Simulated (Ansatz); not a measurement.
Gas-phase reaction in SMILES: CCCCCSC -> [CH2]CCCCSC + H atom (the C-H bond at the site shown breaks; other sites are not compared here)
Geometries: B3LYP-D3(BJ)/def2-TZVP minima from Ansatz (an electronic-structure program), one conformer each, not searched for the lowest.

Quantity: bond dissociation energy (electronic energy difference), in kJ/mol. Valence correlation only, unless marked. Open shells are spin-unrestricted. No spin-orbit coupling. Non-relativistic. CBS(X,Y): correlation extrapolated as X^-3; Hartree-Fock from the larger set. [CCSD(T)-MP2]/basis is that difference in the basis named.

```json
[
 {"level": "SVWN5/def2-TZVPD", "program": "Ansatz", "bond dissociation energy (kJ/mol)": "491.3", "minus last row": "31.3"},
 {"level": "PBE-D4/def2-TZVPD", "program": "Ansatz + dftd4", "bond dissociation energy (kJ/mol)": "440.9", "minus last row": "-19.1"},
 {"level": "BLYP/def2-TZVPD", "program": "Ansatz", "bond dissociation energy (kJ/mol)": "438.5", "minus last row": "-21.5"},
 {"level": "revPBE-D3(BJ)/def2-TZVPD", "program": "Ansatz + dftd3", "bond dissociation energy (kJ/mol)": "434.7", "minus last row": "-25.3"},
 {"level": "r2SCAN-D4/def2-TZVPD", "program": "Ansatz + dftd4", "bond dissociation energy (kJ/mol)": "433.8", "minus last row": "-26.2"},
 {"level": "PBE0-D4/def2-TZVPD", "program": "Ansatz + dftd4", "bond dissociation energy (kJ/mol)": "441.0", "minus last row": "-19.0"},
 {"level": "PBE0/def2-TZVP", "program": "Ansatz", "bond dissociation energy (kJ/mol)": "440.1", "minus last row": "-19.9"},
 {"level": "wB97M-V/def2-TZVPD", "program": "Ansatz", "bond dissociation energy (kJ/mol)": "456.0", "minus last row": "-4.0"},
 {"level": "B2GP-PLYP/def2-TZVPD", "program": "Ansatz", "bond dissociation energy (kJ/mol)": "446.8", "minus last row": "-13.2"},
 {"level": "B2PLYP-D4/def2-TZVPD", "program": "Ansatz + dftd4", "bond dissociation energy (kJ/mol)": "447.3", "minus last row": "-12.7"},
 {"level": "RI-MP2/CBS(cc-pV(T+d)Z,cc-pV(Q+d)Z)", "program": "Ansatz", "bond dissociation energy (kJ/mol)": "458.9", "minus last row": "-1.1"},
 {"level": "CCSD/6-31G", "program": "Ansatz", "bond dissociation energy (kJ/mol)": "409.7", "minus last row": "-50.3"},
 {"level": "CCSD/cc-pV(T+d)Z", "program": "Ansatz", "bond dissociation energy (kJ/mol)": "450.0", "minus last row": "-10.0"},
 {"level": "RI-MP2/CBS(cc-pV(T+d)Z,cc-pV(Q+d)Z)+[CCSD(T)-MP2]/cc-pV(D+d)Z", "program": "Ansatz", "bond dissociation energy (kJ/mol)": "461.9", "minus last row": "1.9"},
 {"level": "RI-MP2/CBS(cc-pV(T+d)Z,cc-pV(Q+d)Z)+[CCSD(T)-MP2]/cc-pV(T+d)Z", "program": "Ansatz", "bond dissociation energy (kJ/mol)": "460.0", "minus last row": "0.0"}
]
```
